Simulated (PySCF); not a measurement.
C4H8OSi, SMILES C[SiH]1CC(=O)C1.

The structure is a stationary point at r2SCAN-D4/def2-SVP. This is a generated structure with no PubChem entry under its InChIKey; it may be hypothetical.

All values below come from TDA-ωB97X/def2-SVPD (PySCF).

Vertical excitations.  State labels are in the subgroup Cs.

Computed excitation energies, oscillator strengths and character:
| state | symmetry | energy (eV) | λ (nm) | f | main pairs |
|---|---|---|---|---|---|
| S1 | A" | 4.40 | 282 | 0.001 | HOMO→LUMO 89 % |
| S2 | A" | 7.10 | 175 | 0.004 | HOMO−1→LUMO 92 % |
| S3 | A" | 7.33 | 169 | 0.014 | HOMO→LUMO+3 70 %, HOMO→LUMO+1 20 % |
| S4 | A' | 7.49 | 165 | 0.064 | HOMO−2→LUMO 73 %, HOMO→LUMO+2 16 % |
| S5 | A' | 7.98 | 155 | 0.151 | HOMO→LUMO+2 75 %, HOMO−2→LUMO 13 % |
| S6 | A" | 8.05 | 154 | 0.014 | HOMO→LUMO+1 60 %, HOMO→LUMO+3 12 % |
| S7 | A" | 8.35 | 149 | 0.001 | HOMO→LUMO+4 40 %, HOMO→LUMO+5 28 %, HOMO→LUMO+8 10 %, HOMO−2→LUMO+2 7 % |
| S8 | A" | 8.64 | 144 | 0.000 | HOMO→LUMO+4 32 %, HOMO→LUMO+9 14 %, HOMO→LUMO+5 14 %, HOMO−2→LUMO+2 12 % |
| S9 | A' | 8.78 | 141 | 0.043 | HOMO−3→LUMO 41 %, HOMO−1→LUMO+2 31 %, HOMO−4→LUMO 7 %, HOMO→LUMO+6 7 % |
| S10 | A" | 8.84 | 140 | 0.085 | HOMO−2→LUMO+2 25 %, HOMO−1→LUMO+1 22 %, HOMO−1→LUMO+3 22 % |
| T1 | A" | 3.90 | 318 | 0 | HOMO→LUMO 88 % |
| T2 | A' | 5.94 | 209 | 0 | HOMO−2→LUMO 55 %, HOMO−4→LUMO 26 % |
| T3 | A" | 6.79 | 183 | 0 | HOMO−1→LUMO 93 % |
| T4 | A" | 7.22 | 172 | 0 | HOMO→LUMO+3 70 %, HOMO→LUMO+1 18 % |
Triplets are in the Tamm–Dancoff approximation.
